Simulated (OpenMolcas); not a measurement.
**W I: CASPT2 settings compared**

```json
{
 "Program": "OpenMolcas",
 "Basis": "ANO-R1 [7s5p4d2f]",
 "Scalar Hamiltonian": "X2C, finite nucleus",
 "Active space": "6 electrons in 6 orbitals (5d 6s)",
 "State averaging": "2S+1 = 5 even, 30 roots (23 in the spin-orbit step); 2S+1 = 7 even, 1 root kept (CI in the orbitals of an earlier block); 2S+1 = 3 even, 35 roots kept (CI in the orbitals of an earlier block); 2S+1 = 1 even, 10 roots kept (CI in the orbitals of an earlier block)",
 "Spin-orbit coupling": "state interaction with AMFI integrals over the reference wave functions, term energies averaged over their components"
}
```

Methods on the same reference wave functions:
A. CASSCF
B. SS-CASPT2, IPEA 0.75 Eh, no level shift (closed shells correlated: 5s 5p)
C. XMS-CASPT2, IPEA 0.2 Eh, real shift 0.2 Eh (closed shells correlated: 5s 5p)
D. XMS-CASPT2, IPEA 0.15 Eh, imaginary shift 0.15 Eh (closed shells correlated: 5s 5p)

Energies in cm⁻¹ above 5d⁴ 6s² ⁵D₀, the measured ground level; measured values from NIST Handbook of Basic Atomic Spectroscopic Data.

```
             Level      A      B      C      D  Measured
        5d⁵ 6s ⁷S₃  -7682    127   4530   5140      2951
       5d⁴ 6s² ⁵D₀    0.0    0.0    0.0    0.0       0.0
       5d⁴ 6s² ⁵D₁   1011   1008    929    929      1670
       5d⁴ 6s² ⁵D₂   2281   2300   2270   2270      3326
       5d⁴ 6s² ⁵D₃   3563   3610   3740   3750      4830
       5d⁴ 6s² ⁵D₄   4846   4860   5270   5290      6219
5d⁴ 6s² ³P₀ [57 %]  10914  11340  13730  13790      9258
5d⁴ 6s² ³P₁ [59 %]  14600  15090  17580  17640     13307
       5d⁴ 6s² ³F₂  17293  17570  20890  21040
```

A puts 5d⁵ 6s ⁷S₃ lowest.

Deviations, from unrounded energies. A percentage is the sum of absolute deviations over the sum of measured energies, with the sign that they share, or ± where signs differ.

| Against measurement | Levels | A | B | C | D |
| --- | --- | --- | --- | --- | --- |
| mean absolute deviation (cm-1) | 7 | 2600 | 1600 | 2000 | 2100 |
| fine structure of the ground term (%) | 4 | -27.1 | -26.6 | -23.9 | -23.7 |
| other terms of the ground configuration (%) | 2 | +13.1 | +17.1 | +38.7 | +39.3 |
| other configurations (%) | 1 | -360.3 | -95.7 | +53.4 | +74.1 |

B lies closest to measurement on these levels and A furthest from it. The largest miss of B in the table is 5d⁵ 6s ⁷S₃, by -2800 cm-1. The ranking rests on the paired levels alone, and a cruder setting can come out closer through cancelling errors.

Among B to D the level of the table that moves most is 5d⁵ 6s ⁷S₃, by 5000 cm-1 (lowest in B, highest in D). Moves below CASPT2's spread within the term are not significant.

The mean deviations of B to D differ by less than CASPT2's widest spread within a term (2400 cm-1), so their order carries little weight.

From A to B the spin-free energies of the other terms of 5d⁴ 6s² shown, above ⁵D, scale by factors of 0.98 to 1.02.

The lowest spin-free term lies below A's lowest term by 0.175 hartree in B, 0.208 hartree in C, 0.216 hartree in D.

Term energies are means over components that CASPT2 splits; among the terms shown or strongly mixed into the levels shown the widest spread is 2400 cm-1 (5d⁴ 6s² ³P, B). Over all roots computed the reference weight is 0.86 to 0.93 in D; the roots of lowest weight are the least certain, and an intruder state may touch them. Some high roots are left out of the spin-orbit mixing, which shifts the levels that they would mix with. Terms from blocks run as CI alone lack orbitals of their own. Configurations are named by rounded mean occupations; where the s occupation lies near a half they are strongly mixed, a name can repeat and a true partner stay unpaired. A single d shell beside an s shell can misplace configurations of different d count against each other. The CASPT2 spread within a term exceeds the gap to the next term for 5d⁴ 6s² ³P and 5d⁴ 6s² ³F, so the order of their levels is uncertain, and so are names and mixing where such terms share a J (figures for B; the like holds for D). Without dynamic correlation excited terms often stand tens of per cent too high (terms of higher spin than the ground term too low), and those without a measured partner can miss by more than the paired ones (holds for A). The lowest computed level is not the ground level that NIST lists (5D0) (holds for A). The lowest spin-free term belongs to 5d⁵ 6s, not to the configuration of the lowest level (holds for B). Some terms miss by over 15 % even with CASPT2, which points to a basis or an active space too small for the shells correlated (holds for B; C; D). Some levels mix across a computed gap that differs much from the measured one, so their mixing is not that of the real levels (holds for C; D). Computed and measured levels are paired by configuration, term and J; levels that our copy of the source lacks, or whose pairing is in doubt (as where it misses far off the trend of its configuration), stay unpaired and out of the deviations. Only configurations of the active space appear. The table leaves out levels that lie high or whose names do not pair safely across all columns.

A share in square brackets marks a mixed level and gives the weight of the term that names it, the lowest over the columns.
